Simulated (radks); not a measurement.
The numbers below are computed, except where a source is named.
Task: Species: Cd7+. Configuration: [Ar] 3d10 4s2 4p5 4d5 4f1 (not the ground configuration). Code: a radial shooting solver on a logarithmic mesh with Libxc functionals. Model: Dirac Kohn-Sham, PBE, spin-unpolarised, spherical densities, finite nucleus; open shells fill j = l - 1/2 first; Fermi nuclear charge, rms radius 4.6087 fm. Some entries of the table are withheld. Estimate them.

orbital,occ.,eigenvalue (hartree),<r> (bohr)
1s1/2,2,-979.0248,(1)
2s1/2,2,-149.4307,0.1312
2p1/2,2,-139.4565,0.1112
2p3/2,4,-132.3816,0.1164
3s1/2,2,-31.65906,0.3575
3p1/2,2,-27.66299,0.3487
3p3/2,4,-26.39419,0.3597
3d3/2,4,-19.33217,0.3315
3d5/2,6,-19.07355,0.3349
4s1/2,2,(2),0.8487
4p1/2,2,-6.92366,0.8896
4p3/2,3,-6.68143,0.9134
4d3/2,4,-4.53118,1.031
4d5/2,1,-4.49271,1.039
5s1/2,0,-3.16966,1.824
5p1/2,0,-2.74746,1.971
5p3/2,0,-2.69095,2.011
4f5/2,1,-2.31478,1.434
4f7/2,0,-2.31222,1.437

Result: 
(1) 1s1/2 <r> (bohr): 0.03040
(2) 4s1/2 eigenvalue (hartree): -8.25903
